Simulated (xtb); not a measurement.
Ga(OH)(SeH)2 (GaH3OSe2), SMILES [SeH][Ga]([OH])[SeH]. All values are semi-empirical tight-binding results from xtb (GFN2-xTB unless named), good for trends rather than for accurate numbers. Geometry optimised at GFN2-xTB. One conformer was computed; it need not be the lowest.

For metal compounds this method's bond lengths and energies can be far off.

```yaml
point_group_as_xtb_finds_it: Cs
orbital_gap: 3.11 eV
zero_point_energy: 15.7 kcal/mol
G − E(el) at 298.15 K (modified RRHO): -7.0 kcal/mol
```
